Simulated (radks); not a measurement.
Q: The mean radii <r> (bohr) of the occupied orbitals of an atom or ion are listed with their occupations. All-electron calculation, Dirac Kohn-Sham, PBE, spin-unpolarised, spherical densities, finite nucleus; Fermi nuclear charge, rms radius of each element as measured or else 0.836 A^(1/3) + 0.57 fm. Program: a radial shooting solver on a logarithmic mesh with Libxc functionals.

| orbital | occ. | <r> |
|---|---|---|
| 1s1/2 | 2 | 0.1111 |
| 2s1/2 | 2 | 0.5325 |
| 2p1/2 | 2 | 0.4841 |
| 2p3/2 | 2 | 0.4858 |

Name the element and its charge. Open shells, if any, fill j = l - 1/2 first.

A: Z = 14, silicon, charge +6: Si6+ in [He] 2s2 2p4. The 1s radius gives Z: for a bare nucleus <r> = (2 gamma + 1)/(2Z) with gamma = sqrt(1 - (Z/c)^2), 0.1068 bohr for Z = 14, and screening makes it slightly larger (0.1111 here). The occupations add up to 8, and the charge is Z minus that.
